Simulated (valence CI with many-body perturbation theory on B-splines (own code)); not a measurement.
Results of a calculation; reference values are marked as such.
## Hyperfine factors and g values of Dy XLVI

Method: valence CI with perturbative core correlation (CI+MBPT): three valence electrons over a frozen Dirac-Fock core [Ar], a basis of 9 s, 9 p, 10 d, 8 f, 5 g, 3 h, 1 i functions for each j, with the one-electron correlation potential Σ1 (screened to all orders), the two-electron term Σ2, the three-electron term Σ3, Breit, model QED; selected single and double excitations, second order for the rest (own B-spline code, finite nucleus).

The last digits are not significant, and no measured levels were compared; by estimate large intervals hold to a few tenths of a per cent, small ones and those within an open d or f shell to about a per cent. Only levels of the ground parity were solved; by the run's estimate the other parity begins above the list, which can be wrong where configurations are misplaced.

A/g_I is the dipole constant over the nuclear g factor μ/I (μ in nuclear magnetons, uniformly magnetised nucleus), B/Q the quadrupole constant per barn. Both hold the static response of the core; the bare values leave it out. Large factors of s and p1/2 electrons are usually good to 5 to 10 %; those of open d and f shells near neutrality can be off by tens of per cent, and small factors of p3/2, d and f electrons come from cancelling terms and can be off by a factor of two or in sign, in half-filled shells by more. B is blank for J = 1/2, where it vanishes, and for nearly pure S terms. Energies count from the lowest level.

Levels are named by their leading jj configuration (3d3/2^4 stands for four electrons in 3d with j = 3/2), which in mixed levels can hold well under half, so a name can repeat and another be missing. Letters in brackets count levels of one name in rising energy.

| Level | E (cm⁻¹) | g | A/g_I (MHz) | A/g_I bare | B/Q (MHz/b) | B/Q bare |
| --- | --- | --- | --- | --- | --- | --- |
| (3d3/2^3) J=3/2 | 0 | 0.687 | 70600 | 70000 | -39300 | -39900 |
| (3d3/2^2 3d5/2) J=5/2 [a] | 287590 | 1.049 | 40100 | 40300 | -21000 | -21300 |
| (3d3/2^2 3d5/2) J=3/2 | 334510 | 1.192 | 32100 | 32600 | -10200 | -10300 |
| (3d3/2^2 3d5/2) J=7/2 | 355450 | 1.051 | 43100 | 43200 | 14200 | 14400 |
| (3d3/2^2 3d5/2) J=9/2 | 360120 | 1.048 | 44800 | 44900 | 46800 | 47400 |
| (3d3/2^2 3d5/2) J=1/2 | 370350 | 1.841 | -31000 | -29200 |  |  |
| (3d3/2^2 3d5/2) J=5/2 [b] | 520550 | 1.295 | 24600 | 25300 | 65800 | 66700 |
| (3d3/2 3d5/2^2) J=7/2 [a] | 639240 | 1.097 | 33500 | 33800 | -1490 | -1520 |
| (3d3/2 3d5/2^2) J=9/2 | 668490 | 1.133 | 34100 | 34500 | 15800 | 15900 |
| (3d3/2 3d5/2^2) J=3/2 [a] | 704460 | 1.122 | 38300 | 38600 | -42400 | -43000 |
| (3d3/2 3d5/2^2) J=1/2 | 724350 | 1.479 | -12000 | -11000 |  |  |
| (3d3/2 3d5/2^2) J=11/2 | 737160 | 1.082 | 38500 | 38800 | 90000 | 91200 |
| (3d3/2 3d5/2^2) J=5/2 [a] | 743870 | 1.238 | 14800 | 15400 | 54600 | 55400 |
| (3d3/2 3d5/2^2) J=5/2 [b] | 792450 | 1.106 | 39700 | 40000 | -16800 | -17000 |
| (3d3/2 3d5/2^2) J=7/2 [b] | 803760 | 1.095 | 39300 | 39500 | 18000 | 18300 |
| (3d3/2 3d5/2^2) J=3/2 [b] | 928840 | 0.949 | 58900 | 58900 | 50500 | 51200 |
| (3d5/2^3) J=9/2 | 1016900 | 1.147 | 28300 | 28700 | 9630 | 9770 |
| (3d5/2^3) J=3/2 | 1121000 | 1.070 | 33200 | 33500 | 10300 | 10400 |
| (3d5/2^3) J=5/2 | 1189600 | 1.155 | 28400 | 28800 | 9520 | 9650 |

Take the isotope of mass number 161, with I = 5/2, μ = -0.479 μN and Q = 2.51 b. What is the hyperfine structure of (3d3/2^3) J=3/2?

From the table A = -13500 MHz, B = -98700 MHz. Shifts from the centre of gravity in MHz: F = 1: 1780, F = 2: 53700, F = 3: 57700, F = 4: -75300.
